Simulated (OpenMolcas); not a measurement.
## CH7BNP (SMILES CB(N)P): the vertical ionisation energy from total energies

The species is CH7BNP (11 atoms), meant as a singlet with charge 0. SMILES: `CB(N)P`. Geometry: relaxed at PBE0-D4/def2-TZVP. This is one conformer, not always the lowest.

Both states at this one shape; open shells run unrestricted unless said. 1 Eh = 27.2114 eV.

```tsv
level	program	singlet CH7BNP (Eh)	doublet CH7BNP+ (Eh)	HOMO of the first (eV)
HF/3-21G	OpenMolcas	-459.458595	-459.155274	-9.35
B3LYP/6-31G* (Cartesian functions)	OpenMolcas	-463.325663	-462.998287	-6.42
PBE0/def2-SVP	OpenMolcas	-462.852577	-462.522824	-6.73
```

**Question.** Work out the vertical ionisation energy at each level.

**Answer.** 
1. HF/3-21G: -459.155274 − (-459.458595) = 0.303321 Eh = 8.25 eV; −ε(HOMO) = 9.35 eV.
2. B3LYP/6-31G* (Cartesian functions): -462.998287 − (-463.325663) = 0.327376 Eh = 8.91 eV; −ε(HOMO) = 6.42 eV.
3. PBE0/def2-SVP: -462.522824 − (-462.852577) = 0.329753 Eh = 8.97 eV; −ε(HOMO) = 6.73 eV.

No measured value is set beside it here; the levels span 8.25 to 8.97 eV. In Hartree–Fock, −ε(HOMO) (Koopmans) exceeds the difference of totals by the orbital relaxation of the ion. Hartree–Fock favours the state with fewer electron pairs, since it lacks pair correlation.
